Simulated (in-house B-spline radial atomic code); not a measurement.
Inner levels of neodymium as electrons are removed. A shift is the extra binding of the orbital against the neutral atom ([Xe] 4f5/2(4) 6s2). The density at the nucleus is averaged over the nuclear charge. Computed with an all-electron radial atomic-structure program (B-spline basis): Dirac-Hartree-Fock, jj configuration that fills j = l - 1/2 first, finite nuclei.

A number in brackets counts the electrons of a j subshell.

```tsv
ion	configuration	shift of 1s1/2 (eV)	radius of 1s1/2 (bohr)	Σ<r²> (bohr²)	change of density at nucleus (bohr⁻³)
Nd53+	[He] 2s2 2p1/2(2) 2p3/2(1)	4788.59	0.023555	0.048747	-8044.89
Nd54+	[He] 2s2 2p1/2(2)	5155.22	0.023539	0.039222	-7167.19
Nd55+	[He] 2s2 2p1/2(1)	5558.5	0.023517	0.030961	-7073.78
Nd56+	[He] 2s2	5967.14	0.023495	0.022971	-7001.02
Nd57+	[He] 2s1	6311.79	0.023493	0.012125	-32369.6
Nd58+	1s2	6659.5	0.023482	0.001498	-58316.9
Nd59+	1s1	7756.57	0.023321	0.0007382	-240827
```
